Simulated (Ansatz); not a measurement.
Gas-phase electronic energies from Ansatz, PBE0-D4/def2-TZVP geometries. CBS: MP2 limit from def2 TZ/QZ plus the TZ coupled-cluster correction, frozen cores. This one scheme is used for every species. DFT in def2-TZVPP. One conformer a species, not always the lowest.

Consider the formal exchange of groups at a C–C bond: `N=CC(N)BF` + CH₄ → `CC(N)BF` + `C=N`.

Q: Is it downhill or uphill in electronic energy at CCSD(T)/CBS, and by how much? (An estimate is asked.)

A: Ansatz gave: Uphill: ΔE = +30.0 kJ/mol.

Q: What do these levels give: r2SCAN-D4, ωB97X-V, ωB97M-V, B2PLYP, PBE, r2SCAN, MP2/def2-TZVPP, SCS-MP2/def2-TZVPP, MP2/def2-QZVPP, SCS-MP2/def2-QZVPP, MP2/CBS(def2), CCSD/CBS(def2)? (Best estimate.)

A: Computed: r2SCAN-D4 39.0, ωB97X-V 32.1, ωB97M-V 32.4, B2PLYP 33.0, PBE 36.8, r2SCAN 38.5, MP2/def2-TZVPP 33.8, SCS-MP2/def2-TZVPP 30.3, MP2/def2-QZVPP 33.6, SCS-MP2/def2-QZVPP 30.0, MP2/CBS(def2) 33.7, CCSD/CBS(def2) 28.1 kJ/mol.

Largest T1 diagnostic among the species: 0.013.

In def2-TZVPP, CCSD(T) changes the Hartree–Fock value by +3.9 kJ/mol (the triples alone add +2.0 kJ/mol) and MP2 by +7.6 kJ/mol.
